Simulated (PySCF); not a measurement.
**Where the electron goes**

Species: ZnCl2(PH3)2 (singlet state).
Z-matrix (Å and degrees, PBE0-D3(BJ)/def2-SVP geometry), rows numbered from 1:
```
Zn
Cl  1  2.1513
Cl  1  2.2206  2  141.32
P   1  2.5451  2  114.68  3  -118.44
H   4  1.4176  1  113.93  2  -166.61
H   4  1.4166  1  107.73  2    85.99
H   4  1.4223  1  134.19  2   -35.44
P   1  2.5493  2  118.29  3   122.33
H   8  1.4230  1  135.59  2    32.18
H   8  1.4165  1  107.50  2   -90.43
H   8  1.4174  1  112.56  2   162.93
```

Level of theory: TDDFT B3LYP/def2-SVPD, vertical, gas phase, core orbitals frozen in the response in PySCF.

Frontier orbitals with the atoms that hold most of them (Löwdin shares over 4%, at most four atoms; ? is withheld):

```tsv
orbital	ε (eV)	atoms
LUMO+2	-0.48	P8 27%, P4 24%, Cl3 9%, H11 7%
LUMO+1	-0.83	Zn1 20%, P8 14%, Cl2 12%, P4 12%
LUMO	?	?
HOMO	-7.57	Cl2 59%, Cl3 21%, P4 7%, P8 5%
HOMO-1	-7.65	?
HOMO-2	-7.74	Cl3 65%, Cl2 27%
HOMO-3	-7.81	Cl3 64%, Cl2 27%
```

Question: Give the leading atoms of the LUMO.

Answer: P8 (bonded to Zn and 3 H) 29%; P4 (bonded to Zn and 3 H) 29%; H6 (bonded to P) 9%; H10 (bonded to P) 9%. By element: phosphorus 58%, hydrogen 18% or more.

Question: Which atoms hold the HOMO-1, and with what shares?

Answer: Cl2 (bonded to Zn) 61%; Cl3 (bonded to Zn) 16%; P8 (bonded to Zn and 3 H) 9%; P4 (bonded to Zn and 3 H) 7%. By element: chlorine 77%, phosphorus 16%.

Question: What is the LUMO energy, and the HOMO–LUMO gap?

Answer: ε(LUMO) = -0.95 eV; the gap is 6.63 eV (0.2435 hartree).

Question: How does S1 compare with the orbital gap of 6.63 eV?

Answer: S1 is at 5.84 eV (f = 0.025), 0.79 eV below the gap, made of HOMO→LUMO (82%), HOMO→LUMO+1 (12%). Without the coupling terms of the response equations the lowest excitation would equal the gap.

Question: One configuration dominates each of S1, S2 and S7. Which, and how do the shares of the two leading atoms of either orbital change from the occupied to the empty one?

Answer: 
- S1 (5.84 eV, f 0.025), HOMO→LUMO (82%): Cl2 59% → at most 9%, Cl3 21% → at most 9%, P8 5% → 29%, P4 7% → 29%; the Löwdin share of zinc is at most 5% in HOMO and at most 9% in LUMO
- S2 (5.86 eV, f 0.0097), HOMO-1→LUMO (80%): Cl2 61% → at most 9%, Cl3 16% → at most 9%, P8 9% → 29%, P4 7% → 29%; the Löwdin share of zinc is at most 8% in HOMO-1 and at most 9% in LUMO
- S7 (6.09 eV, f 0.017), HOMO-2→LUMO+1 (76%): Cl3 65% → at most 12%, Cl2 27% → 12%, Zn1 at most 4% → 20%, P8 at most 4% → 14%; the Löwdin share of zinc is at most 4% in HOMO-2 and 20% in LUMO+1

Hardware: Arm Neoverse V2, one thread (shared host). Cost: 39 s (grids of density and orbitals included), 0.80 GiB resident at most.
